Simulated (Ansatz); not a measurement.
System: C6H12, net charge 0, singlet state. 
Coordinates optimised at B3LYP-D3(BJ)/def2-TZVP (Ansatz, an electronic-structure program):
SMILES: C/C=C(\C)CC
```xyz
18

C      2.5502    -0.1771    -0.0255
C      1.1385    -0.6427    -0.2035
C      0.0217     0.0875    -0.2338
C     -0.0183     1.5844    -0.0976
C     -1.3205    -0.5801    -0.4097
C     -2.2463    -0.4397     0.8042
H      2.9950    -0.6248     0.8686
H      3.1716    -0.4886    -0.8706
H      2.6355     0.9038     0.0707
H      1.0275    -1.7183    -0.3188
H     -0.6057     2.0243    -0.9093
H      0.9697     2.0385    -0.1149
H     -0.5032     1.8830     0.8358
H     -1.8222    -0.1511    -1.2853
H     -1.1681    -1.6399    -0.6246
H     -2.4876     0.6042     1.0104
H     -1.7772    -0.8581     1.6971
H     -3.1869    -0.9675     0.6363
```

Quantity: atomisation energy (electronic, to ground-state atoms); the coupled-cluster value holds the core correlation from cc-pwCVTZ, in kcal/mol. Cores are frozen in the correlated levels unless marked. Open shells are spin-unrestricted. No spin-orbit coupling. Non-relativistic. Basis-set limits of correlation are two-point, X^-3; Hartree-Fock from the larger set.

Level to compare with: CCSD(T)/CBS(cc-pVTZ,cc-pVQZ) plus the core term (Ansatz), 1751.3 kcal/mol. It is a level with limits of its own, and the differences hold the functionals' basis error too.

Problem. Rank these functionals by how close they come to CCSD(T)/CBS(cc-pVTZ,cc-pVQZ), closest first: BHLYP/def2-TZVPD (Ansatz); r2SCANh/def2-TZVPD (Ansatz); BLYP/def2-TZVPD (Ansatz).

Solution. r2SCANh/def2-TZVPD (hybrid meta-GGA, 1740.5 kcal/mol, difference -10.8), BLYP/def2-TZVPD (GGA, 1720.1 kcal/mol, difference -31.2), BHLYP/def2-TZVPD (global hybrid, 1700.8 kcal/mol, difference -50.5)
